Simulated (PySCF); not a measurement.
C4H7ClNO (doublet state).
Structure used (GFN2-xTB), in Å, numbered top down from 1:
```
atom  x, y, z in Å
N1     2.2684    1.0037    0.6023
C2     1.0845    0.3382    0.7836
O3     0.5210    0.3318    1.8743
C4     0.5777   -0.3498   -0.3709
C5    -0.7096   -1.0645   -0.2773
C6    -1.9021   -0.0954   -0.3395
Cl7   -1.9940    0.6999   -1.9287
H8     2.6164    1.5600    1.3645
H9     2.6682    1.1360   -0.3086
H10    1.0789   -0.2607   -1.3203
H11   -0.7726   -1.5417    0.7060
H12   -0.8073   -1.8083   -1.0686
H13   -2.8391   -0.6327   -0.1978
H14   -1.7912    0.6832    0.4140
```

The hyperfine couplings belong to this conformer and change with its torsions.

The species is `NC(=O)[CH]CCCl` [radical].

The calculation used PySCF 2.14.0, UKS B3LYP, pcH-1 on C Cl H N O, non-relativistic, mean-field spin-orbit, GIAO. The structure is a single GFN2-xTB conformer in the gas phase; no vibrational or solvent corrections. The geometry wasn't refined by DFT: couplings that depend on bond lengths, twists or pyramidal angles can differ widely from those at the functional's own minimum. No stability test was run, so a lower SCF solution isn't excluded.

(1) What are g_iso and the isotropic 13C coupling of C6?

(2) For one electron spin and this one nucleus (I = 1/2, g_N = 1.4048), compare first-order, second-order and exact resonance fields at 3.589 GHz.

(3) What g and a would be read from the two outer exact lines by first-order rules?

(4) What levels remain at zero field?

## Answers

(1) g_iso = 2.00367 and a = +72.91 MHz, or +2.600 mT (Mulliken spin population +0.05). 13C makes up about 1.07 % of the natural element, so this concerns labelled samples or satellites.

(2) B0 = hν/(g μB) = 127.978 mT and a/B0 = 0.0203. B(1) = B0 − a·mI, B(2) = B(1) − a²[I(I+1) − mI²]/(2B0); the exact values solve the Breit–Rabi equation, nuclear Zeeman term included.

```tsv
mI	first order (mT)	second order (mT)	exact (mT)	exact − first order
−1/2	129.278	129.265	129.265	-0.013
+1/2	126.678	126.665	126.665	-0.013
```

(3) Their midpoint, 127.965 mT, gives an apparent g of 2.00388 (true 2.00367), and their distance over 2I an apparent |a| of 2.600 mT (true 2.600).

(4) F = I ± 1/2 = 1 and 0, at a·I/2 = +18.2 MHz and −a(I+1)/2 = -54.7 MHz, that is |a|(I + 1/2) = 72.9 MHz apart; F = 0 lies lower.

Other couplings of abundant isotopes, left aside here: 1 × 1H 56 MHz, 2 × 1H 34 MHz, 1 × 1H 6 MHz, 1 × 1H 5 MHz, 2 × 1H 2 MHz.

Nuclei that the bonding pattern makes equivalent are averaged, as if the motion that swaps them (rotation, inversion, ring flip) were fast. H8 and H9 aren't averaged: N1 is flat or nearly so (angle sum 358°), and its turn about the short N1–C2 bond (1.37 Å) is taken as slow. The 1H value of +34.0 MHz is a mean of couplings from 19.1 to 48.9 MHz in this one geometry, not an average over conformers. The 1H value of +1.5 MHz is a mean of couplings from -4.1 to 7.1 MHz in this one geometry, not an average over conformers.
